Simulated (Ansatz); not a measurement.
C2H9BOSi can be A, `B[SiH2]COC`, or B, `B[SiH](C)OC`.

Calculated with Ansatz (gas phase, PBE0-D4/def2-TZVP geometries, no zero-point term in ΔE). CCSD(T)/CBS is the MP2 limit (def2-TZVPP, def2-QZVPP) plus CCSD(T) − MP2 in def2-TZVPP, frozen cores. DFT in def2-TZVPP. B3LYP here is the variant with VWN-RPA as its local correlation; programs differ in this. Each species was taken in one conformer, which may not be the lowest.

Question: Which isomer does CCSD(T)/CBS put lower? Give the gap. (Best estimate.)

Answer: Computed: B, by 187.1 kJ/mol.

Question: Give E(B) − E(A) in kJ/mol with B2PLYP, CCSD/def2-TZVPP, ωB97M-V, PBE-D4, MP2/def2-TZVPP, B3LYP-D4, PBE0-D4. (Estimate.)

Answer: Computed: B2PLYP -185.1, CCSD/def2-TZVPP -184.9, ωB97M-V -184.3, PBE-D4 -171.6, MP2/def2-TZVPP -192.0, B3LYP-D4 -182.6, PBE0-D4 -178.1. None reverses the order clearly.

Largest T1 diagnostic: 0.011.

From PBE to PBE0 (25 % exact exchange), in def2-TZVPP and without D4, E(B) − E(A) moves by −6.6 kJ/mol.
